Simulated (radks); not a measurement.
The numbers below are computed, except where a source is named.
All-electron atom: Os2+ in [Xe] 4f14 5d5 6s1 (not the ground configuration). Code: a radial shooting solver on a logarithmic mesh with Libxc functionals. Model: scalar-relativistic Kohn-Sham, PBEsol, spin-polarised, spherical densities, finite nucleus; open shells are filled with parallel spins first (spin-orbit coupling, left out, can overturn this in heavy ions); Fermi nuclear charge, rms radius 5.4126 fm.

Normalised radial functions P(r) = r R(r), r in bohr:

r,5p up,4f down
0.002534,0.0092,0.0000
0.003406,0.0149,0.0000
0.00458,0.0241,0.0000
0.006207,0.0391,0.0000
0.008345,0.0613,0.0001
0.01122,0.0938,0.0002
0.01521,0.1393,0.0005
0.02044,0.1933,0.0014
0.02749,0.2459,0.0039
0.03725,0.2728,0.0109
0.05008,0.2329,0.0282
0.06733,0.0916,0.0688
0.09053,-0.1399,0.1552
0.1227,-0.3537,0.3238
0.165,-0.3386,0.5874
0.2218,0.0018,0.9248
0.3006,0.4581,1.2413
0.4041,0.5288,1.3706
0.5433,0.0210,1.2447
0.7363,-0.7166,0.9169
0.99,-1.0784,0.5496
1.331,-0.9116,0.2585
1.789,-0.4977,0.0912
2.425,-0.1676,0.0218
3.261,-0.0335,0.0034
4.384,-0.0034,0.0003
5.941,-0.0001,0.0000
7.988,0.0000,0.0000

5p up: eigenvalue -72.221 eV, 3 radial nodes at r = 0.0764, 0.222, 0.548 bohr, <r> = 1.17 bohr, 90 % of the charge inside 1.70 bohr. 4f down: eigenvalue -71.905 eV, 0 radial nodes, <r> = 0.554 bohr, 90 % of the charge inside 0.903 bohr.
